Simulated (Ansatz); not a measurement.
Reaction: LiOH (SMILES [Li][OH]) → LiOH+ (parent SMILES [Li][OH], doublet) + e-
Each species at its own B3LYP-D3(BJ)/def2-TZVP minimum (Ansatz, a quantum-chemistry and plane-wave program).

Total energies in hartree (Ansatz). UHF or UKS for unpaired electrons; spin-orbit terms are left out. Cores are frozen in correlated methods. No relativity. The spin of HLiO+ (parent SMILES [Li][OH], doublet) was assumed, and the state is the lowest solution found for it.

```tsv
species	HF/def2-TZVPP	CCSD(T)/def2-TZVPP	HF/def2-QZVPP	CCSD(T)/def2-QZVPP	CCSDT(Q)/def2-QZVPP
1: LiOH (SMILES [OH][Li])	-82.95372	-83.23075	-82.95892	-83.25860	-83.25912
2: LiOH+ (parent SMILES [OH][Li], doublet)	-82.69864	-82.91444	-82.70268	-82.93576	-82.93624
```

Question: Work out the adiabatic ionisation energy (electronic) in eV: take Hartree-Fock from def2-QZVPP, extrapolate the CCSD(T) correlation energy as X^-3 (X = 3, 4), and add CCSDT(Q) - CCSD(T) in def2-QZVPP. 1 hartree = 27.211 eV.

Answer: 
Species 1: correlation (64·(-0.29968) - 27·(-0.27703))/37 = -0.31621; step -0.00052; E1 = -82.95892 + (-0.31621) + (-0.00052) = -83.27565
Species 2: correlation (64·(-0.23308) - 27·(-0.21580))/37 = -0.24569; step -0.00048; E2 = -82.70268 + (-0.24569) + (-0.00048) = -82.94885
-1·E1 +1·E2 = 0.32680 hartree = 8.89 eV.
